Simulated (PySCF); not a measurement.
Computed IR spectrum (relative IR intensity) of a molecule C₂H₄BF₂N. Geometry optimised at B3LYP-D3(BJ)/def2-SVP. The values are those of a single conformer. All values below come from PySCF with B3LYP-D3(BJ)/def2-SVP. No scaling factor is applied to the harmonic values.

```csv
ν (cm⁻¹),relative intensity
221,5.2
365,2.4
579,10.0
644,15
843,2.4
945,9.1
1024,7.1
1149,5.0
1281,100
1396,29
1414,54
1446,2.4
1453,86
1464,54
1734,13
2955,21
2968,25
3075,7.7
3092,3.3
```

Task: Which structure fits?
A) C/C=N/B(F)F
B) C=C(F)B(N)F
C) C/N=C/B(F)F
D) NB(F)/C=C\F

Result: C, C/N=C/B(F)F
